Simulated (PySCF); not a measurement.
## Excitation energy of Fe⁺ by level of theory

Fe⁺ [Ar] 3d6 4s1 (6D) → Fe⁺ [Ar] 3d7 (4F), as a difference of total energies. All numbers are calculated (PySCF 2.14, the spin-free X2C one-electron Hamiltonian (Gaussian nucleus), in aug-cc-pVDZ-DK). Correlated levels: valence: [Ar] frozen. The calculations carry no spin-orbit coupling.

```tsv
method	excitation energy (eV)
UHF	1.901
LDA	0.227
PBE	0.189
PBE0	0.437
r2SCAN	0.504
M06	0.371
r2SCANh	0.570
BHandHLYP	0.548
HSE06	0.473
MP2 (valence)	0.437
SCS-MP2 (valence)	0.208
```

How much does correlation contribute at MP2 (valence)?

0.437 − (1.901) = -1.464 eV, measured against UHF.

Errors of the correlated levels include the incompleteness of this basis and the frozen core.

For comparison: 0.248 eV (measured; NIST levels, between the centres of gravity of the two terms).
